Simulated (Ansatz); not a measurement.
Relaxation of CH6ClFOSi2 (12 atoms, charge 0, multiplicity 1), to a largest force component of 0.02 eV/Å in at most 40 steps.

Computed with RKS PBE-D4/STO-3G (Ansatz 0.2.0).

```xyz
12
Properties=species:S:1:pos:R:3:forces:R:3
Si 0.000 0.000 0.000 -0.14 -0.76 -1.51
F 0.000 0.000 1.590 -0.13 0.18 2.02
C 1.763 0.000 -0.623 0.08 0.15 -0.30
H 2.111 -1.046 -0.751 0.04 0.33 -0.01
H 1.812 0.528 -1.598 0.23 -0.19 0.27
H 2.415 0.519 0.111 -0.06 -0.14 -0.31
Cl -1.003 1.738 -0.709 -0.12 0.16 -0.05
O -0.791 -1.371 -0.559 0.66 0.52 -0.84
Si -1.673 -2.433 0.398 -0.42 -0.11 0.66
H -1.263 -2.287 1.792 -0.12 -0.17 0.14
H -3.096 -2.132 0.276 -0.07 -0.07 0.04
H -1.426 -3.804 -0.040 0.05 0.10 -0.10
```

Q: Where does it end, and by what steps?

A: It converged. The force dipped under the threshold on the way, but the program's further checks kept it going. Limits of this set-up: minimal basis. After 19 steps the energy has fallen by 0.252 eV; H6 moved furthest, 0.83 Å.

| step | energy less start (eV) | largest force component (eV/Å) | accepted |
| --- | --- | --- | --- |
| 0 | 0.0000 | 2.018 | yes |
| 1 | -0.1066 | 1.016 | yes |
| 2 | -0.1484 | 0.172 | yes |
| 3 | -0.1833 | 0.236 | yes |
| 4 | -0.2086 | 0.132 | yes |
| 5 | -0.2317 | 0.239 | yes |
| 6 | -0.2412 | 0.171 | yes |
| 7 | -0.2406 | 0.356 | no |
| 8 | -0.2473 | 0.042 | yes |
| 9 | -0.2483 | 0.027 | yes |
| 10 | -0.2491 | 0.041 | yes |
| 11 | -0.2494 | 0.028 | yes |
| 12 | -0.2501 | 0.045 | yes |
| 13 | -0.2506 | 0.104 | yes |
| 14 | -0.2511 | 0.072 | yes |
| 15 | -0.2516 | 0.017 | yes |
| 16 | -0.2518 | 0.019 | yes |
| 17 | -0.2519 | 0.041 | yes |
| 18 | -0.2520 | 0.022 | yes |
| 19 | -0.2521 | 0.008 | yes |

```xyz
12
Properties=species:S:1:pos:R:3
Si 0.205 -0.246 0.177
F 0.362 -0.184 1.810
C 1.809 0.135 -0.719
H 2.574 -0.628 -0.497
H 1.645 0.151 -1.809
H 2.203 1.120 -0.419
Cl -1.241 1.262 -0.326
O -0.320 -1.773 -0.308
Si -1.791 -2.382 0.362
H -1.759 -2.392 1.824
H -2.948 -1.606 -0.078
H -1.892 -3.747 -0.131
```

Whether the end is a true minimum wasn't checked by a vibrational analysis.

Run time: 81 s on 1 thread of Arm Neoverse V1 (shared host), peak memory 0.18 GiB.
